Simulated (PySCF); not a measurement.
Polarisability and C₆ of Cl⁺ (chlorine, charge +1)

[Ne] 3s2 3p4, high-spin 3P determinant. All numbers are calculated (PySCF 2.14, the non-relativistic Hamiltonian (point nucleus), in aug-cc-pV(Q+d)Z with one added diffuse shell each of s, p, d, f, g type (8s7p6d4f3g, 114 functions)). Coupled (time-dependent) response in atomic units; α is the mean over directions.

| method | mean α (bohr³) | α xx, yy, zz | C₆ (like pair) | S(−4) |
| --- | --- | --- | --- | --- |
| UHF | 8.566 | 8.473, 8.753, 8.473 | 40.41 | 17.61 |
| PBE | 8.828 | 8.658, 9.169, 8.658 | 41.87 | 19.27 |
| PBE0 | 8.682 | 8.539, 8.967, 8.539 | 41.02 | 18.34 |
| r2SCANh | 8.650 | 8.524, 8.903, 8.524 | 41.91 | 17.24 |

S(−4) is the Cauchy moment in α(ω) = α(0) + S(−4) ω² + …

α(iu) at UHF:

| u (hartree) | α(iu) (bohr³) |
| --- | --- |
| 0 | 8.566 |
| 0.0500 | 8.523 |
| 0.100 | 8.394 |
| 0.200 | 7.923 |
| 0.300 | 7.258 |
| 0.500 | 5.761 |
| 0.750 | 4.158 |
| 1.00 | 3.024 |
| 1.50 | 1.738 |
| 2.00 | 1.114 |
| 3.00 | 0.5754 |
| 5.00 | 0.2493 |

For an ion, C₆ is the dispersion term alone; charge-induced terms of lower order in 1/R come first.

The components differ because the open shell of this determinant is not spherical; for a pure term their mean is the scalar polarisability.
